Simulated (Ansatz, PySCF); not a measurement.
C2H4ClNOSi, SMILES O[Si@@]1(Cl)C=NC1. Atoms are numbered in the order given.

```xyz
10

O      1.4570     0.2468    -1.3314
Si     0.2081     0.0623    -0.2621
Cl     0.8538    -1.1795     1.2872
C     -0.8615     1.5232     0.2509
N     -1.9228     1.0734    -0.3230
C     -1.5264    -0.2148    -0.9733
H      2.3547     0.0523    -1.0356
H     -0.8664     2.4691     0.8091
H     -2.1356    -1.0544    -0.6036
H     -1.6474    -0.1583    -2.0670
```
Charge 0, spin multiplicity 1.

Coordinates come from a B3LYP-D3(BJ)/def2-SVP optimisation. The structure was generated by enumeration; whether it is a known compound was not checked. The values are those of a single conformer.

Two levels are set side by side: PBE-D3(BJ)/def2-SVP (Ansatz, a first-principles code) and B3LYP-D3(BJ)/def2-SVP (Ansatz). Each level has its own optimised geometry; the coordinates shown are those of the second. Frequencies come from the Hessian of PySCF at each geometry. Differences are taken from unrounded values.

```tsv
quantity	B3LYP-D3(BJ)
mean bond length (Å)	1.457
bond O1–Si2 (Å)	1.654
bond Si2–Cl3 (Å)	2.088
bond Si2–C4 (Å)	1.882
bond Si2–C6 (Å)	1.895
bond C4–N5 (Å)	1.288
bond N5–C6 (Å)	1.496
bond O1–H7 (Å)	0.965
bond C4–H8 (Å)	1.098
bond C6–H9 (Å)	1.101
bond C6–H10 (Å)	1.102
highest harmonic wavenumber (cm⁻¹)	3869
mean harmonic wavenumber (cm⁻¹)	1166
zero-point energy (kcal/mol)	40.00
```

### Question
What does PBE-D3(BJ) give, and how far is it from B3LYP-D3(BJ)? (The exact figures need the calculation; the answer reports its results.)

### Answer

```tsv
quantity	PBE-D3(BJ)	PBE-D3(BJ) minus B3LYP-D3(BJ)
mean bond length (Å)	1.466	0.009
bond O1–Si2 (Å)	1.670	0.016
bond Si2–Cl3 (Å)	2.097	0.009
bond Si2–C4 (Å)	1.893	0.011
bond Si2–C6 (Å)	1.903	0.008
bond C4–N5 (Å)	1.297	0.010
bond N5–C6 (Å)	1.496	-0.001
bond O1–H7 (Å)	0.974	0.009
bond C4–H8 (Å)	1.107	0.009
bond C6–H9 (Å)	1.109	0.008
bond C6–H10 (Å)	1.110	0.008
highest harmonic wavenumber (cm⁻¹)	3754	-116
mean harmonic wavenumber (cm⁻¹)	1133	-33
zero-point energy (kcal/mol)	38.86	-1.13
```

Exact exchange shortens and stiffens bonds; PBE has none. Differences between two approximate levels are no errors against the true value.
